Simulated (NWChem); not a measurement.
System: C3H6OSi; SMILES O[Si@H](C)C#C

Input file for NWChem:

```
start job
memory heap 200 mb stack 900 mb global 1100 mb
geometry units angstroms noautoz
  C      0.149938    -2.569940    -0.169818
  C      0.025593    -1.376440     0.016614
  Si    -0.099468     0.422476     0.320927
  C      1.444019     1.284284    -0.313680
  O     -1.486516     0.925154    -0.461166
  H      0.246412    -3.620183    -0.336601
  H     -0.221184     0.646597     1.790419
  H      1.574215     1.115061    -1.388258
  H      1.398682     2.367028    -0.143581
  H      2.335318     0.904000     0.199999
  H     -1.799721     1.813082    -0.240283
end
basis spherical
  * library def2-svp
end
dft
  xc r2scan
  iterations 150
  mulliken
end
task dft energy
```

NWChem printed, in part:

```
             Northwest Computational Chemistry Package (NWChem) 7.3.0
             --------------------------------------------------------

 C1  symmetry detected

                             Geometry "geometry" -> ""
                             -------------------------

 Output coordinates in angstroms (scale by  1.889725989 to convert to a.u.)

  No.       Tag          Charge          X              Y              Z
 ---- ---------------- ---------- -------------- -------------- --------------
    1 C                    6.0000     0.05432329    -2.58323675    -0.17401544
    2 C                    6.0000    -0.02101716    -1.38980490     0.03742027
    3 Si                  14.0000    -0.07149602     0.40639191     0.37723539
    4 C                    6.0000     1.47914458     1.22537324    -0.29550118
    5 O                    8.0000    -1.46564341     0.97179145    -0.34728736
    6 H                    1.0000     0.10759746    -3.63291600    -0.36234892
    7 H                    1.0000    -0.13494769     0.60716901     1.85375636
    8 H                    1.0000     1.56649434     1.07178398    -1.37674383
    9 H                    1.0000     1.47821548     2.30567722    -0.10506449
   10 H                    1.0000     2.37334584     0.80462277     0.18017633
   11 H                    1.0000    -1.73931805     1.86585513    -0.10019398

 Effective nuclear repulsion energy (a.u.)     205.2790001151

                                 NWChem DFT Module
                                 -----------------

 Summary of "ao basis" -> "ao basis" (spherical)
 ------------------------------------------------------------------------------
       Tag                 Description            Shells   Functions and Types
 ---------------- ------------------------------  ------  ---------------------
 C                          def2-svp                 6       14   3s2p1d
 Si                         def2-svp                 8       18   4s3p1d
 O                          def2-svp                 6       14   3s2p1d
 H                          def2-svp                 3        5   2s1p

            General Information
            -------------------
          SCF calculation type: DFT
          Wavefunction type:  closed shell.
          No. of atoms     :    11
          No. of electrons :    46
           Alpha electrons :    23
            Beta electrons :    23
          Charge           :     0
          Spin multiplicity:     1
          Use of symmetry is: off; symmetry adaption is: off
          Maximum number of iterations: 150
          AO basis - number of functions:   104
                     number of shells:    50
          Convergence on energy requested:  1.00D-06
          Convergence on density requested:  1.00D-05
          Convergence on gradient requested:  5.00D-04

              XC Information
              --------------
                      r^2SCAN Method XC Functional
               r^2SCAN metaGGA Exchange Functional  1.000
                     r^2SCAN Correlation Potential  1.000

             Grid Information
             ----------------
          Grid used for XC integration:  medium
          Radial quadrature: Mura-Knowles
          Angular quadrature: Lebedev.
          Tag              B.-S. Rad. Rad. Pts. Rad. Cut. Ang. Pts.
          ---              ---------- --------- --------- ---------
          C                   0.70       49          12.0       434
          Si                  1.10       88          11.0       590
          O                   0.60       49          12.0       434
          H                   0.35       45          14.0       434
          Grid pruning is: on
          Number of quadrature shells:   554
          Spatial weights used:  Erf1

      Superposition of Atomic Density Guess
      -------------------------------------

 Sum of atomic energies:        -479.29980384

      Non-variational initial energy
      ------------------------------

 Total energy =    -481.625773
 1-e energy   =   -1064.945123
 2-e energy   =     378.040350
 HOMO         =      -0.345565
 LUMO         =       0.001690

     ---------------------------------------------
      Total Density - Mulliken Population Analysis
     ---------------------------------------------

    Atom       Charge   Shell Charges
 -----------   ------   -------------------------------------------------------
    1 C    6     6.17   1.99  0.98  0.57  1.86  0.73  0.03
    2 C    6     6.24   1.99  1.02  0.31  1.98  0.91  0.03
    3 Si  14    13.01   2.00  1.99  0.93  0.18  5.93  1.00  0.70  0.27
    4 C    6     6.60   1.99  0.96  0.28  2.12  1.23  0.01
    5 O    8     8.78   1.99  1.10  0.64  3.09  1.95  0.00
    6 H    1     0.88   0.63  0.22  0.03
    7 H    1     1.09   0.70  0.38  0.01
    8 H    1     0.87   0.65  0.19  0.03
    9 H    1     0.86   0.65  0.18  0.03
   10 H    1     0.86   0.65  0.18  0.03
   11 H    1     0.65   0.52  0.07  0.06

   convergence    iter        energy       DeltaE   RMS-Dens  Diis-err
 ---------------- ----- ----------------- --------- --------- ---------
 d= 0,ls=0.0,diis     1   -482.1861173615 -6.87D+02  1.41D-02  6.41D-01
 d= 0,ls=0.0,diis     2   -482.1258680289  6.02D-02  9.67D-03  1.27D+00
 d= 0,ls=0.0,diis     3   -482.2477984479 -1.22D-01  2.61D-03  9.33D-02
 d= 0,ls=0.0,diis     4   -482.2513360895 -3.54D-03  1.39D-03  5.25D-02
 d= 0,ls=0.0,diis     5   -482.2581818445 -6.85D-03  3.83D-04  2.92D-03
  Resetting Diis
 d= 0,ls=0.0,diis     6   -482.2585423388 -3.60D-04  9.08D-05  1.42D-04
 d= 0,ls=0.0,diis     7   -482.2585616918 -1.94D-05  3.27D-05  4.43D-06
 d= 0,ls=0.0,diis     8   -482.2585611658  5.26D-07  1.93D-05  8.12D-06
 d= 0,ls=0.0,diis     9   -482.2585622765 -1.11D-06  2.65D-06  8.19D-08
 d= 0,ls=0.0,diis    10   -482.2585622822 -5.74D-09  1.16D-06  3.12D-08

         Total DFT energy =     -482.258562282207
      One electron energy =    -1069.749982729374
           Coulomb energy =      430.050566732170
    Exchange-Corr. energy =      -47.838146400065
 Nuclear repulsion energy =      205.279000115062

 Numeric. integr. density =       45.999989679715

                       DFT Final Molecular Orbital Analysis
                       ------------------------------------

 Vector   21  Occ=2.000000D+00  E=-2.722028D-01
              MO Center= -4.8D-01, -3.2D-01, -1.2D-01, r^2= 4.0D+00
   Bfn.  Coefficient  Atom+Function         Bfn.  Coefficient  Atom+Function
  ----- ------------  ---------------      ----- ------------  ---------------
    66      0.296310   5 O  pz               20     -0.277687   2 C  pz
     6     -0.261822   1 C  pz               64     -0.257062   5 O  px
    69      0.221317   5 O  pz               67     -0.191805   5 O  px
    23     -0.186730   2 C  pz               65     -0.151845   5 O  py
    50     -0.146132   4 C  px                9     -0.144134   1 C  pz

 Vector   22  Occ=2.000000D+00  E=-2.651244D-01
              MO Center= -2.8D-02, -1.8D+00, -5.9D-02, r^2= 2.0D+00
   Bfn.  Coefficient  Atom+Function         Bfn.  Coefficient  Atom+Function
  ----- ------------  ---------------      ----- ------------  ---------------
     4      0.390108   1 C  px               18      0.383020   2 C  px
    21      0.231020   2 C  px                7      0.227675   1 C  px
     6      0.134719   1 C  pz               20      0.134695   2 C  pz
    66      0.107686   5 O  pz                9      0.080057   1 C  pz
    69      0.079077   5 O  pz               65     -0.072679   5 O  py

 Vector   23  Occ=2.000000D+00  E=-2.548075D-01
              MO Center=  2.1D-02, -6.0D-01,  1.1D-01, r^2= 4.5D+00
   Bfn.  Coefficient  Atom+Function         Bfn.  Coefficient  Atom+Function
  ----- ------------  ---------------      ----- ------------  ---------------
     6      0.284114   1 C  pz               20      0.253597   2 C  pz
    80     -0.204988   7 H  s                66      0.201923   5 O  pz
    50     -0.194158   4 C  px               49      0.182052   4 C  s
    81     -0.180105   7 H  s                 9      0.176286   1 C  pz
    69      0.151584   5 O  pz                4     -0.141740   1 C  px

 Vector   24  Occ=0.000000D+00  E=-2.494207D-02
              MO Center= -6.6D-02, -1.1D+00,  7.6D-02, r^2= 4.1D+00
   Bfn.  Coefficient  Atom+Function         Bfn.  Coefficient  Atom+Function
  ----- ------------  ---------------      ----- ------------  ---------------
     7      0.384200   1 C  px               39     -0.352402   3 Si px
    63     -0.351573   5 O  s                 9      0.334520   1 C  pz
    21     -0.305149   2 C  px                4      0.297118   1 C  px
    40      0.270354   3 Si py               23     -0.260743   2 C  pz
     6      0.256026   1 C  pz               41     -0.223764   3 Si pz

 Vector   25  Occ=0.000000D+00  E=-1.340141D-02
              MO Center=  4.4D-02, -1.5D+00,  2.0D-02, r^2= 3.4D+00
   Bfn.  Coefficient  Atom+Function         Bfn.  Coefficient  Atom+Function
  ----- ------------  ---------------      ----- ------------  ---------------
    49     -0.464743   4 C  s                 9      0.427332   1 C  pz
    23     -0.373527   2 C  pz                7     -0.370936   1 C  px
    21      0.320092   2 C  px                6      0.307993   1 C  pz
     4     -0.272391   1 C  px               81      0.256698   7 H  s
    20     -0.253856   2 C  pz               39      0.232715   3 Si px

 Vector   26  Occ=0.000000D+00  E= 5.658455D-02
              MO Center= -3.0D-01,  1.2D+00,  1.5D-01, r^2= 5.8D+00
   Bfn.  Coefficient  Atom+Function         Bfn.  Coefficient  Atom+Function
  ----- ------------  ---------------      ----- ------------  ---------------
    49      1.198218   4 C  s                40     -0.700211   3 Si py
    32     -0.590666   3 Si s               101     -0.578589  11 H  s
    63      0.554432   5 O  s                96     -0.502608  10 H  s
    91     -0.446049   9 H  s                81      0.432180   7 H  s
    17     -0.346895   2 C  s                86     -0.327348   8 H  s

     ---------------------------------------------
      Total Density - Mulliken Population Analysis
     ---------------------------------------------

    Atom       Charge   Shell Charges
 -----------   ------   -------------------------------------------------------
    1 C    6     6.24   1.99  0.91  0.60  1.98  0.73  0.02
    2 C    6     6.03   1.99  0.93  0.30  2.00  0.79  0.02
    3 Si  14    13.31   2.00  1.98  0.99  0.07  5.93  1.24  0.71  0.38
    4 C    6     6.36   1.99  0.89  0.28  2.11  1.08  0.01
    5 O    8     8.42   1.99  1.08  0.66  2.88  1.81  0.01
    6 H    1     0.96   0.74  0.19  0.03
    7 H    1     1.12   0.75  0.36  0.01
    8 H    1     0.92   0.72  0.17  0.03
    9 H    1     0.94   0.73  0.18  0.03
   10 H    1     0.92   0.73  0.17  0.03
   11 H    1     0.80   0.67  0.06  0.07

     -------------------------------------------
      Total Density - Lowdin Population Analysis
     -------------------------------------------

    Atom       Charge   Shell Charges
 -----------   ------   -------------------------------------------------------
    1 C    6     6.03   1.97  0.64  0.36  1.79  1.22  0.05
    2 C    6     6.20   1.97  0.67  0.37  1.83  1.31  0.05
    3 Si  14    13.41   2.00  1.93  0.59  0.29  5.82  1.27  0.95  0.57
    4 C    6     6.27   1.97  0.60  0.34  1.90  1.43  0.04
    5 O    8     8.23   1.97  0.88  0.60  2.71  2.05  0.01
    6 H    1     0.96   0.61  0.27  0.08
    7 H    1     1.12   0.66  0.43  0.02
    8 H    1     0.96   0.62  0.26  0.07
    9 H    1     0.96   0.63  0.26  0.07
   10 H    1     0.95   0.62  0.26  0.07
   11 H    1     0.91   0.55  0.17  0.19

     Multipole analysis of the density
     ---------------------------------

     L   x y z        total         alpha         beta         nuclear
     -   - - -        -----         -----         ----         -------
     0   0 0 0     -0.000000    -23.000000    -23.000000     46.000000

     1   1 0 0      0.269175      0.134587      0.134587      0.000000
     1   0 1 0      0.420205      0.210102      0.210102      0.000000
     1   0 0 1      0.086619      0.043310      0.043310      0.000000

     2   2 0 0    -28.539989    -92.352795    -92.352795    156.165601
     2   1 1 0     -1.920762     -3.970549     -3.970549      6.020335
     2   1 0 1     -0.903232      1.313909      1.313909     -3.531050
     2   0 2 0    -20.195915   -179.125146   -179.125146    338.054377
     2   0 1 1      1.136560     -0.040563     -0.040563      1.217686
     2   0 0 2    -29.527377    -31.168888    -31.168888     32.810400
```

Level: r2SCAN/def2-SVP. Coordinates come from a B3LYP/6-31G* (spherical d) optimisation.
